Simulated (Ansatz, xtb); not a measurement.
**Two isomers of GeH5OSi**

Structure a: `[SiH3][O][GeH2]`, a doublet. Structure b: `O[SiH2][GeH2]`, a doublet. Both are isolated molecules in the gas phase, relaxed with PBE0-D3(BJ)/def2-SVP; the shapes shown needn't be the lowest conformers.

a (Å):

```xyz
8

Ge   -0.5474    1.4976   -0.9873
O    -0.4011    0.1618    0.1823
Si    0.5787   -1.1633    0.3858
H     0.8472    2.1778   -1.1063
H     0.3600   -1.6966    1.7601
H     2.0196   -0.7904    0.2225
H    -1.6037    2.4498   -0.3735
H     0.2515   -2.2264   -0.6133
```

b (Å):

```xyz
8

Ge    0.2515    0.1111    0.2568
O    -1.3309    2.9423    0.3721
Si   -1.1134    1.7470   -0.7744
H    -1.9616    3.6346    0.1519
H    -0.4096    2.2495   -1.9976
H    -2.4367    1.1928   -1.2165
H     0.8741   -0.8940   -0.7373
H    -0.4081   -0.6608    1.4194
```

Problem. Estimate E(b) − E(a) at the level CCSD(T)/def2-SVP + ΔMP2/def2-TZVPP.

Solution. Calculated at CCSD(T)/def2-SVP + ΔMP2/def2-TZVPP: E(b) − E(a) = +0.171 eV, so structure a lies lower.

The same difference at several levels:

```csv
level,geometry,E(b) − E(a) (eV),departure from the last row (eV),"job, with rough time for the two"
GFN2-xTB,GFN2-xTB,+0.732,+0.562,"optimisation, 0.28 s"
HF/STO-3G,GFN2-xTB,−0.116,−0.287,"single point, 0.78 s"
r2SCAN-D4/def2-SVP,GFN2-xTB,+0.184,+0.013,"single point, 5.1 s"
PBE0-D3(BJ)/def2-SVP,PBE0-D3(BJ)/def2-SVP,+0.091,−0.080,"optimisation, 2.8 min"
HF/def2-SVP,PBE0-D3(BJ)/def2-SVP,+0.369,+0.198,part of the CCSD(T) run
MP2/def2-SVP,PBE0-D3(BJ)/def2-SVP,+0.312,+0.141,part of the CCSD(T) run
CCSD(T)/def2-SVP,PBE0-D3(BJ)/def2-SVP,+0.282,+0.111,single point
CCSD(T)/def2-SVP + ΔMP2/def2-TZVPP,PBE0-D3(BJ)/def2-SVP,+0.171,,"single point, 37 s"
```

As drawn, b has 1 Ge–Si, 1 O–H in place of 1 Ge–O, 1 Si–H.

HF/STO-3G puts the two in the other order. The largest departure from CCSD(T)/def2-SVP + ΔMP2/def2-TZVPP is that of GFN2-xTB, 0.562 eV. The last row adds to CCSD(T) the change of the MP2 difference between the two basis sets, here −0.111 eV.

With harmonic frequencies from PBE0-D3(BJ)/def2-SVP (ideal gas, rigid rotor, one conformer each, 298.15 K, 1 atm): the zero-point term adds +0.043 eV; ΔH is +0.222 and ΔG +0.229 eV.

Open shells are spin-unrestricted. The correlated steps freeze 15 core orbitals; the filled d shell of Ge is correlated, in a basis made for valence electrons. Codes used: Ansatz 0.2.0, xtb 6.7.1; the last row on 2 threads of Intel(R) Xeon(R) Platinum 8259CL CPU @ 2.50GHz (Skylake/Cascade Lake) on a shared host.
